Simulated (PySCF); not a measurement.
PySCF input for H5PSi, SMILES [SiH3]P (connectivity only; charge and spin as stated), charge -1, multiplicity 2, PBE0/pcH-1. The structure is a stationary point at TPSSh-D3(BJ)/def2-SVPD. The spin state was assumed, not searched.

```python
import numpy as np
from pyscf import gto, scf, dft
from pyscf.prop.hfc import uks as hfc
from pyscf.prop.gtensor import uks as gtensor

mol = gto.M(
    atom='''
    Si   -1.29114078   -0.07262830    0.00000000
    P     1.37052922    0.10677717   -0.00000000
    H    -1.41376516    0.87466499    1.17975256
    H    -1.41376516    0.87466499   -1.17975256
    H    -2.77236386   -0.60122795   -0.00000001
    H     1.55896340   -0.86648167    1.03413720
    H     1.55896340   -0.86648167   -1.03413720
    ''',
    basis='pcH-1',
    charge=-1,
    spin=1,
    max_memory=1600,
    verbose=3,
)
mf = dft.UKS(mol, xc='pbe0')
mf.grids.level = 3
mf.conv_tol = 1e-10
mf.max_cycle = 100
mf.kernel()
fine, coarse = mf.grids, dft.Grids(mol).set(level=1).build(with_non0tab=True)
for _ in range(3):  # follow internal instabilities
    mf.grids = coarse
    mo, _, stable, _ = mf.stability(return_status=True, nroots=4)
    mf.grids = fine
    if stable:
        break
    mf.kernel(mf.make_rdm1(mo, mf.mo_occ))
A = hfc.HFC(mf).make_fcdip(mf.make_rdm1())  # Fermi contact and dipolar terms, MHz
print('atom   A(iso)/MHz   principal dipolar parts/MHz')
for i, a in enumerate(A):
    w = np.linalg.eigvalsh((a + a.T) / 2)
    print(f'{mol.atom_symbol(i):2s}{i + 1:3d} {w.mean():12.2f}', (w - w.mean()).round(2))
gt = gtensor.GTensor(mf)
gt.dia_soc2e, gt.para_soc2e, gt.so_eff_charge = None, None, True
gt.max_cycle_cphf = 60
g = gt.kernel()
```

Log of the run:

```

WARN: HOMO -0.129131414057738 >= LUMO -0.129131414057753

converged SCF energy = -633.537528493228  <S^2> = 0.75686773  2S+1 = 2.006856
<class 'pyscf.dft.uks.UKS'> wavefunction is stable in the internal stability analysis
atom   A(iso)/MHz   principal dipolar parts/MHz
Si  1      -672.31 [-70.35  24.52  45.82]
P   2       197.82 [-133.52 -124.52  258.04]
H   3       -28.36 [-4.57 -2.03  6.6 ]
H   4       -28.36 [-4.57 -2.03  6.6 ]
H   5       189.41 [-4.53 -0.88  5.41]
H   6       -10.26 [-8.1   0.65  7.45]
H   7       -10.26 [-8.1   0.65  7.45]
SOC(1e)/OZ [ 0.00046787 -0.00163005  0.00164448]
free electron g 2.00231930436182
g-tensor total [2.00287891 2.00048773 2.00390011]
g-shift (ppt) [ 0.55960846 -1.83157351  1.58080526]
```

Self-consistency was reached.

Cost: around 60 core-seconds (rough).
